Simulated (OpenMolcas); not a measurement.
## Cr3+ in tetrahedral coordination: ligands and hosts compared

```
Program             : OpenMolcas 26.06
Method              : SS-CASPT2, IPEA 0.25 Eh, imaginary shift 0.1 Eh
Active space        : 3 electrons in 5 orbitals (3d)
Spin-orbit coupling : state interaction with AMFI integrals over the reference wave functions
```

Distances were set from a Shannon-type radius of the metal (high-spin where two are listed) plus a fixed donor radius (O 1.38, Cl 1.76, F 1.31 Å). Anionic complexes are neutralised by point charges, and hosts are embedded clusters. Ligand basis ANO-RCC-VDZP. States (labels of Td). Energies in cm-1 above the lowest state or level, χT in cm3 K/mol; under a threefold ground state the first gap can be a small split of the lowest multiplet, not the spin-orbit step.

```json
{"Ligand or host": "O", "R (Å)": "1.86", "Metal basis": "ANO-RCC-VDZP", "Outer charge (e at Å behind ligand)": "1.2 at 2.6", "Ground state": "4T1", "First state of that spin": "4T2 4740", "First gap with spin-orbit (degeneracies)": "30 (4, 2)", "χT at 300 K": "1.413", "First state of another spin": "2E 9410"}
{"Ligand or host": "Cl", "R (Å)": "2.25", "Metal basis": "ANO-RCC-VTZP", "Outer charge (e at Å behind ligand)": "0.25 at 3.2", "Ground state": "4T1", "First state of that spin": "4T2 4940", "First gap with spin-orbit (degeneracies)": "28 (4, 2)", "χT at 300 K": "1.471", "First state of another spin": "2E 7420"}
{"Ligand or host": "F", "R (Å)": "1.79", "Metal basis": "ANO-RCC-VDZP", "Outer charge (e at Å behind ligand)": "0.25 at 3.2", "Ground state": "4T1", "First state of that spin": "4T2 6940", "First gap with spin-orbit (degeneracies)": "27 (4, 2)", "χT at 300 K": "1.444", "First state of another spin": "2E 7850"}
```

The rows also differ in their metal basis and outer charges, so part of each step comes from that.

The first state of the same spin rises in the order O < Cl < F, by a factor of 1.46 from first to last.

Roots that are degenerate in the reference are averaged as groups; the widest CASPT2 spread within a group is 660 cm-1 (the 3-fold group of multiplicity 4 near 4940 cm-1 above the lowest state of its run, Cl). Shifts and gaps below about the spread of the groups concerned are not significant. Over all roots computed the reference weight is 0.70 to 0.71 in O, 0.70 to 0.73 in Cl; a low but even weight reflects the number of correlated electrons. An orbital triplet at a regular site is open to Jahn-Teller coupling, which can distort the site and quench the lowest spin-orbit gaps and is left out. Ligand-to-metal charge-transfer states are missing. These CASPT2 states fit no ligand-field parameters well, so their order and spin gaps are uncertain. With no ligand orbital active B as a rule stays too high, so bands that hang on it stand too high and its fall with covalency is understated. With one d shell and no ligand orbital active, 10Dq can be off by a tenth or more. The oxide ions are held by bare point charges, a crude embedding (holds for O). No measured value stands beside these numbers; the geometry is a model, was not optimised and need not be the one that this ion takes.
